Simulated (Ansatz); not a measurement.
`[NH2][Hf]([NH2])([NH2])[Cl]`, charge 0, multiplicity 1.

Give a relaxed structure at PBE0-D4/def2-TZVP (Ansatz 0.2.0). (Estimate.)

The calculation gave: 
Z-matrix (Å, degrees):
```
Hf
N 1 2.027
N 1 2.027 2 106.9
N 1 2.027 2 106.9 3 114.1
Cl 1 2.388 2 112.0 3 -122.9
H 2 1.011 1 124.9 3 77.6
H 2 1.010 1 126.0 3 -108.0
H 3 1.011 1 124.9 2 -168.3
H 3 1.010 1 126.0 2 6.2
H 4 1.011 1 124.9 2 77.8
H 4 1.010 1 126.0 2 -108.1
```
Point group C3.
This is one stationary point; other conformers may exist.
